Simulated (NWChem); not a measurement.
Species: CH3ClSn, singlet; SMILES [CH3][Sn][Cl]

```xyz
6

Sn    -0.3795     0.4497     0.0000
Cl     0.1347    -1.8981     0.0000
C      1.7299     1.0587     0.0001
H      1.8475     2.1531     0.0054
H      2.2286     0.6423    -0.8907
H      2.2318     0.6328     0.8845
```
Atoms are numbered in this order, from 1.

Results from NWChem. Medium grid unless said otherwise, to which SCAN and Minnesota functionals are sensitive. Low-valent species are run as closed-shell singlets; no triplet was tried in these runs. Coordinates come from a PBE0/def2-SVP optimisation. def2 effective core potentials on Sn; no spin-orbit coupling. Total energies of different functionals are on different scales.

| level | energy (Ha) | highest occupied level (eV) | orbital gap (eV) | dipole (D) |
|---|---|---|---|---|
| B3LYP/def2-SVP | -714.3664 | -6.38 | 3.50 | 2.68 |
| PBE/def2-SVP | -714.0265 | -5.53 | 2.19 | 2.52 |
| B3PW91/def2-SVP | -714.3398 | -6.45 | 3.60 | 2.80 |
| RPBE/def2-SVP | -714.2960 | -5.49 | 2.23 | 2.55 |
| PW6B95/def2-SVP | -714.8137 | -6.65 | 4.03 | 2.81 |
| PBE0/def2-SVP | -714.0806 | -6.61 | 3.93 | 2.81 |
| r2SCAN0/def2-SVP | -714.2656 | -6.79 | 4.14 | 2.91 |
| N12/def2-SVP | -714.8256 | [?] | 2.20 | 2.67 |

### Question
What belongs in the gaps?

### Answer

- N12/def2-SVP, highest occupied level (eV): -5.34
